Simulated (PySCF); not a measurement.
C3H6F2Si, SMILES F[C@@H]1C([SiH3])[C@H]1F. Geometry: B3LYP-D3(BJ)/def2-SVP. The structure was generated by enumeration; whether it is a known compound was not checked.

**Question.** Give the equilibrium geometry at B3LYP-D3(BJ)/def2-SVP (PySCF confirms it by a frequency run) as bond lengths and angles. (The exact figures need the calculation; the answer reports its results.)

**Answer.** 
Atoms: F1 C2 C3 F4 C5 Si6 H7 H8 H9 H10 H11 H12. Bond lengths (Å): F1–C2 1.362, C2–C3 1.482, C2–C5 1.515, C2–H7 1.096, C3–F4 1.367, C3–C5 1.509, C3–H8 1.095, C5–Si6 1.882, C5–H9 1.097, Si6–H10 1.489, Si6–H11 1.490, Si6–H12 1.491. Bond angles (°): F1–C2–C3 118.1, F1–C2–C5 118.5, F1–C2–H7 112.7, C3–C2–C5 60.5, C3–C2–H7 118.6, C5–C2–H7 119.2, C2–C3–F4 118.5, C2–C3–C5 60.9, C2–C3–H8 118.6, F4–C3–C5 118.1, F4–C3–H8 112.6, C5–C3–H8 119.1, C2–C5–C3 58.7, C2–C5–Si6 120.8, C2–C5–H9 114.3, C3–C5–Si6 121.5, C3–C5–H9 113.7, Si6–C5–H9 115.7, C5–Si6–H10 109.7, C5–Si6–H11 110.4, C5–Si6–H12 108.9, H10–Si6–H11 109.5, H10–Si6–H12 109.2, H11–Si6–H12 109.1.
Charge 0, spin multiplicity 1.
